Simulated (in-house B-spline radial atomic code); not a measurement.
RPA and G0W0 for Tc⁺, [Kr] 4d5 5s1, highest spin, as one setting changes: the highest l of the empty states. Start: PBE. A dash marks a level of low quasi-particle weight. Computed with an all-electron radial atomic-structure program (B-spline basis): all electrons, scalar-relativistic (spin-free one-electron X2C), finite nucleus, each spin shell either full or empty, empty states to the listed l with an (l + 1/2)⁻⁴ tail; G0W0 by contour deformation at full frequency.

RPA overbinds a lone outer s electron by self-correlation, and G0W0 tends to as well.

| highest l of the empty states | RPA summed (Eh) | RPA extrapolated (Eh) | G0W0 level (eV) |
| --- | --- | --- | --- |
| 4 | -2.7214 | -3.161 | 5s up -15.858 |
| 5 | -2.9154 | -3.1858 | 5s up -15.926 |
| 6 | -3.0093 | -3.1704 | 5s up -15.916 |
| 7 | -3.0587 | -3.1597 | 5s up -15.911 |
| 8 | ? | ? | ? |
| 9 | -3.1018 | -3.1452 | 5s up -15.908 |
| 10 | ? | ? | ? |
| 11 | -3.1185 | -3.1407 | 5s up -15.907 |

Problem. What belongs in the row for 10?

Solution. RPA summed (Eh): -3.1119; RPA extrapolated (Eh): -3.1424; G0W0 level (eV): 5s up -15.907.

Problem. What belongs in the row for 8?

Solution. RPA summed (Eh): -3.0858; RPA extrapolated (Eh): -3.15; G0W0 level (eV): 5s up -15.909.
